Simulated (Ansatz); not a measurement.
```yaml
crystal:
  periodic: [false, false, false]
  atoms:
    - {symbol: C, position_ang: [-1.525783, -2.447758, -0.105006]}
    - {symbol: C, position_ang: [-2.387440, -1.352821, 0.492213]}
    - {symbol: N, position_ang: [-1.965582, -0.034807, 0.076705]}
    - {symbol: C, position_ang: [-2.762472, 1.016227, 0.671883]}
    - {symbol: Hf, position_ang: [-0.437984, 0.402159, -1.185470]}
    - {symbol: F, position_ang: [-0.593839, 2.236792, -1.755638]}
    - {symbol: F, position_ang: [-0.293277, -0.781979, -2.706097]}
    - {symbol: N, position_ang: [1.260077, 0.229747, -0.100055]}
    - {symbol: C, position_ang: [1.510706, -0.148227, 1.266597]}
    - {symbol: h, position_ang: [2.454967, 0.519207, -0.873146]}
    - {symbol: C, position_ang: [3.193588, 1.780204, -0.451942]}
    - {symbol: H, position_ang: [-0.474467, -2.326818, 0.180213]}
    - {symbol: H, position_ang: [-1.845648, -3.428066, 0.251876]}
    - {symbol: H, position_ang: [-1.586463, -2.458915, -1.196770]}
    - {symbol: H, position_ang: [-2.352411, -1.417547, 1.591447]}
    - {symbol: H, position_ang: [-3.439482, -1.519444, 0.212769]}
    - {symbol: H, position_ang: [-2.700489, 0.994568, 1.768931]}
    - {symbol: H, position_ang: [-3.823067, 0.924277, 0.399167]}
    - {symbol: H, position_ang: [-2.424506, 2.002958, 0.341128]}
    - {symbol: H, position_ang: [1.954841, 0.663646, 1.856904]}
    - {symbol: H, position_ang: [0.575867, -0.429298, 1.755778]}
    - {symbol: H, position_ang: [2.195005, -1.008043, 1.325766]}
    - {symbol: H, position_ang: [3.138885, -0.343258, -0.839900]}
    - {symbol: H, position_ang: [2.176644, 0.620048, -1.935453]}
    - {symbol: H, position_ang: [2.534152, 2.649162, -0.512596]}
    - {symbol: H, position_ang: [3.563647, 1.703072, 0.572426]}
    - {symbol: H, position_ang: [4.054551, 1.954933, -1.101753]}
basis:
  gaussian: {orbitals: def2-SVP}
hamiltonian: {xc: {name: wB97X}, pseudopotentials: {relativity: none}}
output: {forces: true}
```

```sh
$ ansatz run in.yaml --threads 11 --pin off --events-out ev --progress --plain --max-ram 174080MiB --backend cpu
```

Output, abridged:

```
Error: YAML parse error: error: line 13 column 16: `h` is not an element symbol (H … Og, case-exact)
11 |     - {symbol: N, position_ang: [1.260077, 0.229747, -0.100055]}
12 |     - {symbol: C, position_ang: [1.510706, -0.148227, 1.266597]}
13 |     - {symbol: h, position_ang: [2.454967, 0.519207, -0.873146]}
14 |     - {symbol: C, position_ang: [3.193588, 1.780204, -0.451942]}
15 |     - {symbol: H, position_ang: [-0.474467, -2.326818, 0.180213]}
```

In this input an element symbol is wrong. The program refused the input.
